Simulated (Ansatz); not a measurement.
Ansatz (a quantum-chemistry and plane-wave program) input:
A basis named .json is the Basis Set Exchange file of that set.

Ansatz 0.2 input:
```yaml
crystal:
  periodic: [false, false, false]
  atoms:
    - {symbol: Si, position_ang: [-0.05414938, 0.00276481, 0.27096432]}
    - {symbol: O, position_ang: [-0.74282200, 1.47068977, -0.06280772]}
    - {symbol: O, position_ang: [-0.70629426, -1.26985054, -0.50913158]}
    - {symbol: O, position_ang: [1.53322845, -0.12009127, -0.07331810]}
    - {symbol: H, position_ang: [-0.35731143, 0.04087274, 1.72829268]}
    - {symbol: H, position_ang: [-1.66408836, -1.33070608, -0.54675634]}
    - {symbol: H, position_ang: [2.10659360, 0.60514236, 0.18702234]}
basis:
  gaussian:
    orbitals: aug-cc-pV_D+d_Z.json
magnetization: {spin_polarized: true, initial_magnetization: 1}
correlation: {method: ccsd_t, electrons: outside_noble_gas}
output: {forces: true}
```

Problem. Predict the final energy.

Solution. -516.10447 Eh (CCSD(T)/aug-cc-pV(D+d)Z). The basis has 128 functions.

It need not be the lowest isomer of its formula.
